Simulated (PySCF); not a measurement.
BrGe, SMILES [Ge][Br] (connectivity only; charge and spin as stated), neutral, multiplicity 2.

Coordinates come from a PBE0-D3(BJ)/def2-TZVP optimisation.

Calculation: ωB97X/def2-TZVPD (PySCF).

Isolated molecule, no solvent.

- total energy: -4651.23023 hartree
- point group: C∞v
- α spin, highest occupied and lowest empty level: -7.30 and -1.12 eV
- β spin, highest occupied and lowest empty level: -10.83 and -1.06 eV
- dipole moment: 1.66 D
- ⟨S²⟩: 0.753 (pure state 0.75)
